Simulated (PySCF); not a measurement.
BClHI, SMILES ClBI. Coordinates come from a B3LYP-D3(BJ)/def2-TZVP optimisation. The def2 effective core potentials stand for the cores of I; spin–orbit coupling is left out.

Calculation: B3LYP-D3(BJ)/def2-TZVP (PySCF 2.14.0).

Harmonic wavenumbers (cm⁻¹): 201, 559, 727, 849, 1043, 2706. Rotational constants (GHz): 40.78, 1.525, 1.470; symmetry number 1.

Q: Work out the zero-point energy and the ideal-gas rigid-rotor harmonic-oscillator thermochemistry at 298.15 K and 1 atm.

A: ZPE = ½ Σ hcν = ½ × 6085 cm⁻¹ = 36.40 kJ/mol. H − E(el) = 48.78 kJ/mol. Entropy in J/(mol K): translation 173.10, rotation 107.39, vibration 13.28, total 293.78. G − E(el) = -38.80 kJ/mol. Cp = 52.69 J/(mol K).
